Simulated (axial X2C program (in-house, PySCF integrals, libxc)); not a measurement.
SnO⁺ along the bond: PBE0, spin-free

All values were computed with an in-house relativistic program for diatomic molecules. Spin-free means the one-electron spin-free X2C Hamiltonian. Basis: Sn dyall-cv3z [11s12p9d4f1g], O dyall-av3z [7s6p3d2f] (cores contracted in-house); Gaussian nuclei, density fitting, unrestricted open shells. Masses: Sn 119.902 u, O 15.995 u.

State: M_S = 1/2, Λ = 1 (beyond evenly filled blocks: π+α, π+β, π-α). Dipoles are positive if O is the positive end and refer to the centre of mass.

Results along the bond:

| R (Å) | μ (D) | HOMO (eV) | LUMO (eV) | ⟨S²⟩ |
| --- | --- | --- | --- | --- |
| 1.723 | -1.378 | -15.19 | -12.80 | 0.760 |
| 1.802 | -1.744 | -15.19 | -12.32 | 0.762 |
| 1.861 | -2.013 | -15.16 | -11.98 | 0.764 |
| 1.921 | -2.276 | -15.09 | -11.67 | 0.766 |
| 1.980 | -2.530 | -14.89 | -11.39 | 0.769 |
| 2.049 | -2.815 | -14.51 | -11.09 | 0.774 |
| 2.119 | -3.084 | -14.16 | -10.84 | 0.780 |
| 2.208 | -3.402 | -13.75 | -10.58 | 0.792 |
| 2.317 | -3.734 | -13.29 | -10.36 | 0.814 |
| 2.475 | -4.055 | -12.73 | -10.21 | 0.878 |

One determinant describes the state; a PBE0 search over occupations chose it and may have missed a lower one. PBE0 can misorder states that lie within some tenths of an eV, so this need not be the ground state of the molecule. The nearest other spin-free determinant of the search, M_S = 1/2, Λ = 0, lies 0.38 eV up at the distance of the search. Without a current term, density functionals place determinants with orbital angular momentum somewhat too high.
